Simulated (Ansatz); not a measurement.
Reactions of C₂H₆FGa (`[CH3][GaH][CH2]F`).

Calculated with Ansatz (gas phase, PBE0-D4/def2-TZVP geometries, no zero-point term in ΔE). CCSD(T)/CBS adds triple-zeta CCSD(T) − MP2 to the extrapolated MP2 energy (def2 sets, frozen cores). This one scheme is used for every species, atoms too. No spin–orbit coupling; open shells (•) take unrestricted orbitals. Spin–orbit coupling would lower the free atoms: a little for C, F; clearly for Ga. Elements past krypton have def2 core potentials. For Ga, Sn outer-core shells are correlated without core-valence functions, so the limit isn't a true one: a few kJ/mol of doubt a bond, and 10 to 20 or more in all where bonds break to atoms. Scalar relativity is left out up to krypton. Each species was taken in one conformer, which may not be the lowest.

Problem. Order these by ΔE at CCSD(T)/CBS, lowest first. (An estimate is asked.)
A. `[CH3][GaH][CH2]F` + H–F → `F[CH2][GaH][F]` + CH₄
B. `[CH3][GaH][CH2]F` → 2 C• + F• + Ga• + 6 H•
C. `[CH3][GaH][CH2]F` + `N=C[SiH3]` → `[CH3][GaH]/[N]=C\[SiH3]` + fluoromethane
D. `[CH3][GaH][CH2]F` + `[SnH4]` → `F[CH2][GaH][SnH3]` + CH₄
E. `[CH3][GaH][CH2]F` + `[SiH3]Cl` → `F[CH2][GaH][SiH2]Cl` + CH₄
F. `[CH3][GaH][CH2]F` + CH₃NH₂ → `C[NH][GaH][CH3]` + fluoromethane
G. `[CH3][GaH][CH2]F` + H₂S → `F[CH2][GaH][SH]` + CH₄
H. `[CH3][GaH][CH2]F` + HCl → `[CH3][GaH][Cl]` + fluoromethane

Solution. H (-38.7 kcal/mol), G (-28.6 kcal/mol), A (-25.7 kcal/mol), F (-20.3 kcal/mol), D (-17.6 kcal/mol), C (-14.8 kcal/mol), E (-6.0 kcal/mol), B (+806.3 kcal/mol).

Largest T1 diagnostic: 0.015, for `[CH3][GaH]/[N]=C\[SiH3]`.
